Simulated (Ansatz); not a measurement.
## Li⁺ ··· H₂O₂

The pair of Li⁺ (SMILES [Li+], atom 1) and H₂O₂ (SMILES OO, atoms 2–5), both closed shells, in one local arrangement (a lower one may exist), relaxed at PBE0-D4/def2-TZVP:

Li1  (-0.186, 0.013, -1.671)
O2  (-0.518, 0.474, 0.177)
O3  (0.543, -0.476, 0.051)
H4  (-1.098, 0.088, 0.854)
H5  (1.259, -0.099, 0.590)
(Å)

Ansatz 0.2.0; basis: def2-TZVPPD, with def2-QZVPPD for the basis limit; cores frozen in the correlated methods. The outer core shell of Li, Na, Mg and K is correlated. B3LYP uses VWN-RPA correlation. Extrapolation: Hartree–Fock as exp(−7.88 √X), correlation as X^−2.97. Interaction energies count from these two fragments, frozen as in the pair, with the counterpoise correction; negative means bound.

**Question.** What is the interaction energy by CCSD(T) at an estimated basis limit (MP2 extrapolated from triple and quadruple zeta, plus CCSD(T) − MP2 in triple zeta)? (To be estimated.)

**Answer.** Computed: -34.36 kcal/mol. Hartree–Fock alone gives -35.13 kcal/mol at the basis limit. It counts from the two fragments frozen as in the pair.

The same quantity by other methods in triple zeta, and each one's difference from that estimate:
```tsv
method	E_int (kcal/mol)	difference
PBE-D4	-34.49	-0.13
revPBE-D4	-33.23	1.13
BLYP-D4	-34.43	-0.07
r2SCAN-D4	-33.66	0.70
B97M-V	-34.03	0.33
PBE0-D4	-35.17	-0.81
B3LYP-D4	-35.33	-0.97
HSE06-D4	-35.17	-0.81
wB97X-V	-34.42	-0.06
wB97M-V	-34.68	-0.32
B2PLYP	-34.83	-0.47
HF	-34.61	-0.25
MP2	-33.36	1.00
CCSD	-33.40	0.96
CCSD(T)	-33.13	1.23
```
Differences are method less estimate.

Energy to bend the free fragments (PBE0-D4 minima) into their shapes in the pair, CCSD(T)/def2-TZVPPD: H₂O₂ 0.42 kcal/mol. This must be added to the interaction energy to get the binding energy from relaxed fragments.

Basis-set superposition shift (counterpoise-corrected less uncorrected): CCSD(T) 0.42; MP2 0.37; HF 0.02; PBE0-D4 0.04; wB97M-V 0.06 kcal/mol.

The T1 diagnostic stays at or below 0.013.

For scale, one of the runs: CCSD(T)/def2-TZVPPD, 136 basis functions, launched by `ansatz run in.yaml --threads 2 --pin off --events-out ev --progress --plain --max-ram 5222MiB`. Hardware: 2 CPU threads of an Intel Xeon Platinum 8488C, shared host. Wall time 13 s; peak host memory 0.79 GiB.
